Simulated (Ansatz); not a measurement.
`OB1CS1`. The species carries charge 0 and has multiplicity 1.

```
atom   x (Å)   y (Å)   z (Å)
  O1   0.712   0.196   1.669
  B2   0.331   0.344   0.393
  C3  -0.416  -0.219  -0.818
  S4   0.447   1.448  -0.964
  H5   0.405  -0.623   2.066
  H6  -1.498  -0.155  -0.898
  H7   0.019  -0.990  -1.448
```

(1) List the harmonic frequencies (cm⁻¹, unscaled) at PBE0-D4/def2-TZVP in Ansatz. (Estimate.)

(2) Is this a minimum?

(3) Give the ideal-gas thermochemistry at 298.15 K and 1 bar (rigid rotor, harmonic oscillator; point group Cs, symmetry number 1).

(4) And at 400, 500, 600, 800 and 1000 K?

(5) Rotational constants (cm⁻¹)?

Answers

(1) Computed: 342, 374, 527, 546, 713, 856, 870, 939, 1024, 1099, 1433, 1567, 3115, 3191, 3877.

(2) Yes, all 15 modes are real.

(3) Zero-point energy 122.5 kJ/mol; H(298) − E = 136.2 kJ/mol; entropy 284.1 J/(mol·K), of which translation 162.5, rotation 103.5, vibration 18.1; G(298) − E = 51.5 kJ/mol.

(4) 
```json
{"T (K)": "400", "H − E (kJ/mol)": "144.0", "S (J/mol/K)": "306.6", "G − E (kJ/mol)": "21.4"}
{"T (K)": "500", "H − E (kJ/mol)": "153.0", "S (J/mol/K)": "326.7", "G − E (kJ/mol)": "-10.3"}
{"T (K)": "600", "H − E (kJ/mol)": "163.0", "S (J/mol/K)": "344.9", "G − E (kJ/mol)": "-43.9"}
{"T (K)": "800", "H − E (kJ/mol)": "185.1", "S (J/mol/K)": "376.6", "G − E (kJ/mol)": "-116.1"}
{"T (K)": "1000", "H − E (kJ/mol)": "209.3", "S (J/mol/K)": "403.5", "G − E (kJ/mol)": "-194.2"}
```

(5) 0.451, 0.1591, 0.1204.
